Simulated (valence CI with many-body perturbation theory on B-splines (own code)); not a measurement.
## Basis-set convergence for Lu39+

Calculated by configuration interaction combined with many-body perturbation theory (CI+MBPT): four valence electrons over a frozen Dirac-Fock core [Ar] 3d10, radial functions for each j: 9 s, 9 p, 8 d, 6 f, 3 g, 1 h, with the one-electron correlation potential Σ1 (screened to all orders), the two-electron term Σ2, the three-electron term Σ3, Breit, model QED; selected single and double excitations, second order for the rest (own B-spline code, finite nucleus).

The last digits are not significant, and no measured levels were compared; by estimate large intervals hold to a few tenths of a per cent, small ones and those within an open d or f shell to about a per cent.

The reference run has the lowest level (4s^2 4p1/2^2) J=0 and an ionisation energy of 1877.05 eV. Its largest variational space holds 19999 state functions.

Levels are named by their leading jj configuration (3d3/2^4 stands for four electrons in 3d with j = 3/2), which in mixed levels can hold well under half, so a name can repeat and another be missing. Letters in brackets count levels of one name in rising energy.

Changed runs:
A. basis 6 s, 6 p, 5 d, 3 f, 1 g
B. basis 5 s, 5 p, 4 d, 2 f

Excitation energies of the reference run in cm⁻¹, and shifts in cm⁻¹:

```
                     Level  Reference       A      B
    (4s^2 4p1/2 4p3/2) J=1     585392    -116   -437
    (4s^2 4p1/2 4p3/2) J=2     617879    -4.6    +45
        (4s^2 4p3/2^2) J=2    1227790     -88   -243
        (4s^2 4p3/2^2) J=0    1298480     +38   +308
    (4s 4p1/2^2 4p3/2) J=2    1299360    -137   -468
    (4s 4p1/2^2 4p3/2) J=1    1410640     +13   +173
    (4s^2 4p1/2 4d3/2) J=2    1734720     +13   +246
(4s 4p1/2 4p3/2^2) J=2 [a]    1827890    -281  -1009
    (4s^2 4p1/2 4d3/2) J=1    1869520    +254  +1324
    (4s 4p1/2 4p3/2^2) J=3    1882900     -93   -218
    (4s^2 4p1/2 4d5/2) J=2    1975180    +116   +704
    (4s 4p1/2 4p3/2^2) J=0    1977550     -49    -41
    Ionisation energy (eV)    1877.05  -0.039  -0.15
```
